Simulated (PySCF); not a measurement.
Run record: excited-state job, `[GaH3-][O+]1CCCC1`.

Computed with TDDFT CAM-B3LYP/def2-SVPD, vertical, gas phase, core orbitals frozen in the response (PySCF 2.14.0, density-fitted response routines). Geometry: GFN2-xTB. A driver script takes a list of jobs; this job's settings line and coordinates (Å) are shown.

Input:
```
{"job": {"kind": "uv", "xc": "CAM-B3LYP", "basis": "def2-SVPD", "nstates": 8, "ntriplets": 3}, "charge": 0, "multiplicity": 1}
Ga     2.339333     0.144126    -0.418655
O      0.604951    -0.293916     0.616679
C     -0.220738     0.787906     1.025599
C     -1.324199     0.879839    -0.034411
C     -1.349094    -0.527954    -0.659357
C     -0.280727    -1.291888     0.128543
H      1.780953     0.804832    -1.712263
H      2.869991    -1.304933    -0.538234
H      2.962001     1.091906     0.635147
H     -0.636857     0.560860     2.016176
H      0.404984     1.681269     1.085306
H     -1.063718     1.625727    -0.784624
H     -2.278304     1.152252     0.412598
H     -1.074113    -0.482047    -1.712691
H     -2.323492    -1.004333    -0.572262
H     -0.718534    -1.824849     0.983310
H      0.300565    -1.986765    -0.480768
```

What does the run print?

```
coarse grid: 60512 points
cycle   1  E = -2158.6291695036  dE =  2.103e-01  |g| = 6.261e-01  |ddm| = 6.851e+00
cycle   2  E = -2158.6201584718  dE =  9.011e-03  |g| = 7.162e-01  |ddm| = 1.483e+00
cycle   3  E = -2158.6897704045  dE = -6.961e-02  |g| = 6.784e-02  |ddm| = 8.754e-01
cycle   4  E = -2158.6904601928  dE = -6.898e-04  |g| = 3.838e-02  |ddm| = 1.311e-01
cycle   5  E = -2158.6907074738  dE = -2.473e-04  |g| = 6.192e-03  |ddm| = 4.602e-02
cycle   6  E = -2158.6907130907  dE = -5.617e-06  |g| = 1.938e-03  |ddm| = 1.503e-02
final grid: 128424 points
cycle   7  E = -2158.6907387494  dE = -2.772e-07  |g| = 1.957e-03  |ddm| = 1.360e-02
cycle   8  E = -2158.6907387440  dE =  5.358e-09  |g| = 2.090e-03  |ddm| = 6.572e-03
cycle   9  E = -2158.6907394270  dE = -6.829e-07  |g| = 1.505e-04  |ddm| = 3.062e-03
cycle  10  E = -2158.6907394308  dE = -3.778e-09  |g| = 1.632e-05  |ddm| = 2.476e-04
cycle  11  E = -2158.6907394309  dE = -1.110e-10  |g| = 1.290e-05  |ddm| = 9.066e-05
converged SCF energy = -2158.6907394309

Static polarisability (au): isotropic 81.061, principal 75.159 82.107 85.916

Singlet excitations
state   eV       nm        f      main configurations
  1   6.5844    188.3   0.00279   H->L+1 0.45, H->L 0.36, H->L+2 0.13
  2   6.7584    183.5   0.00518   H-1->L+1 0.47, H-1->L 0.33, H-1->L+2 0.12
  3   7.2511    171.0   0.10627   H->L+1 0.48, H->L 0.43
  4   7.4039    167.5   0.12217   H-1->L+1 0.47, H-1->L 0.45
  5   7.9525    155.9   0.01805   H->L+3 0.35, H->L+6 0.23, H-1->L+5 0.18
  6   8.0790    153.5   0.00812   H->L+2 0.49, H-2->L 0.26
  7   8.4278    147.1   0.04113   H-1->L+2 0.54, H-2->L 0.10, H->L+2 0.09
  8   8.4357    147.0   0.01727   H-2->L 0.31, H-1->L+2 0.21, H->L+2 0.17

Triplet excitations (Tamm-Dancoff, eV): 6.1646 6.3001 6.9834
```

The SCF starts on a coarse grid where the log names one; the energy can jump when the final grid takes over, and dE then counts from the start density on the new grid. H and L stand for HOMO and LUMO; the number after each pair is its weight.

Which computed singlet has the largest oscillator strength, and what do all of them sum to?

State 4 at 7.40 eV (167 nm), f = 0.122; the 8 states sum to 0.321.

Give the mean polarisability as a volume in Å³, and the ratio of the largest to the smallest principal value.

81.061 au × 0.148185 = 12.01 Å³; 85.916/75.159 = 1.14.

In short: HOMO -8.81 eV, LUMO 0.83 eV; lowest singlet 6.58 eV; lowest triplet 6.16 eV (Tamm–Dancoff); mean polarisability 81.1 au.

 Relativistic effects, spin–orbit coupling among them, are left out although an element past zinc is present.

Time: 49 s. Hardware: one thread, Arm Neoverse V2, on a shared host.

One conformer stands for the species.
Labels such as C1 count atoms from 1, the log's own numbers from 0.
